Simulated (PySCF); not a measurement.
Some computed properties have been withheld. Give your best values.

Compound: C₈H₁₁F₃.
SMILES: `C(F)([C@@H]1C=C[C@@H](CCC1)F)F`

```csv
property,level,value
point group of the GFN2-xTB geometry,GFN2-xTB,?
"rotational constants A, B, C of the GFN2-xTB geometry",GFN2-xTB,"2.288, 0.598, 0.529 GHz"
dipole moment,PBE0/pcSseg-1,0.63 D
HOMO energy,PBE0/pcSseg-1,-7.57 eV
LUMO energy,PBE0/pcSseg-1,?
13C chemical shifts (computed TMS as zero) by class,GIAO PBE0/pcSseg-1,?
1H chemical shifts (computed TMS as zero) by class,GIAO PBE0/pcSseg-1,"6.67 (1 H), 6.19 (1 H), 5.91 (1 H), 5.36 (1 H), 2.26 (1 H), 2.21 (1 H), 2.07 (1 H), 2.03 (1 H), 1.68 (1 H), 1.58 (1 H), 1.18 (1 H) ppm"
"isotropic shieldings of nuclei other than C and H, by class",GIAO PBE0/pcSseg-1,?
```

Electronic properties: PySCF, gas phase, density fitting.

(1) Give the 13C chemical shifts (computed TMS as zero) by class.

(2) The point group of the GFN2-xTB geometry?

(3) The LUMO energy?

(4) The isotropic shieldings of nuclei other than C and H, by class?

Results:

(1) 149.4 (1 C), 134.3 (1 C), 123.7 (1 C), 97.1 (1 C), 49.2 (1 C), 37.9 (1 C), 31.2 (1 C), 26.6 (1 C) ppm.

(2) C1.

(3) -0.20 eV.

(4) 314 (1 F), 327 (1 F), 374 (1 F) ppm.

With B = h/(8π²I), that is 505.379 GHz u Å² over I, the principal moments of inertia are 220.9, 845.7 and 956.2 u Å² (most abundant isotopes). The dipole matches unit charges of opposite sign 0.13 Å apart (1 e·Å = 4.8032 D). The rotational constants make it an asymmetric top with κ = (2B − A − C)/(A − C) = -0.92, nearer the prolate limit (−1).

One conformer stands for the species.
